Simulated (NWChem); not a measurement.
Species: C2H4N3 cation; SMILES c1nc[nH][nH+]1

Results from NWChem. The geometry was optimised at PBE0/def2-SVP. Level r2SCAN/def2-SVP: energy and gradient on several grids; changes count from the extra-fine grid, which is no exact limit either.

```csv
grid,size of the energy change (μHa),largest change of a gradient component (μHa/bohr),"time, medium = 1 (rough)"
xcoarse,800,1000,about 1
coarse,1000,200,about 1
medium,100,90,about 1
fine,30,40,about 1
xfine,< 10,< 30,2
```
